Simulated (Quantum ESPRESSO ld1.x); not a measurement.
Values are calculated unless marked as measured or tabulated.
Pm2+, configuration [Kr] 4d10 4f5 5s2 5p5 6p1 (not the ground configuration). Code: ld1.x of Quantum ESPRESSO 7.5. Model: scalar-relativistic Kohn-Sham, LDA (Slater exchange, Perdew-Wang correlation), spin-polarised, spherical densities, point nucleus; open shells are filled with parallel spins first. Some entries of the table are withheld. Estimate them.

orbital,occ.,eigenvalue (eV),r(max) (bohr),<r^2> (bohr^2)
1s up,1,-44999.5,0.015,0.0007326
1s down,1,-44999.4,0.015,0.0007326
2s up,1,-7333.22,0.084,0.01157
2s down,1,-7333.12,0.084,0.01157
2p up,3,-6553.83,0.068,0.009267
2p down,3,-6553.73,0.068,0.009266
3s up,1,-1613.76,0.239,0.07777
3s down,1,-1612.15,0.239,0.07768
3p up,3,-1369.02,0.233,0.07779
3p down,3,-1367.42,0.233,0.07768
3d up,5,-1032.64,0.191,0.06579
3d down,5,-1031.37,0.191,0.06566
4s up,1,-337.075,0.554,0.3977
4s down,1,-333.154,0.554,0.3974
4p up,3,-256.753,0.576,0.4496
4p down,3,-252.824,0.576,0.4493
4d up,5,-143.292,0.605,0.5516
4d down,5,-139.353,0.605,0.5517
5s up,1,-62.1101,1.28,2.249
5s down,1,-59.0449,1.28,2.300
5p up,3,-42.1523,1.45,3.013
5p down,2,-39.5498,1.46,3.115
4f up,5,-22.7244,0.634,1.268
4f down,0,-19.0384,0.640,1.384
5d up,0,-18.2200,1.94,6.404
6s up,0,-16.7963,(1),13.04
5d down,0,-16.5213,1.99,6.798
6s down,0,-15.5223,(2),13.53
6p up,1,-12.4620,(3),18.49
6p down,0,-11.3205,(4),19.80

Answer. 
(1) 6s up r(max) (bohr): 3.14
(2) 6s down r(max) (bohr): 3.17
(3) 6p up r(max) (bohr): 3.78
(4) 6p down r(max) (bohr): 3.84
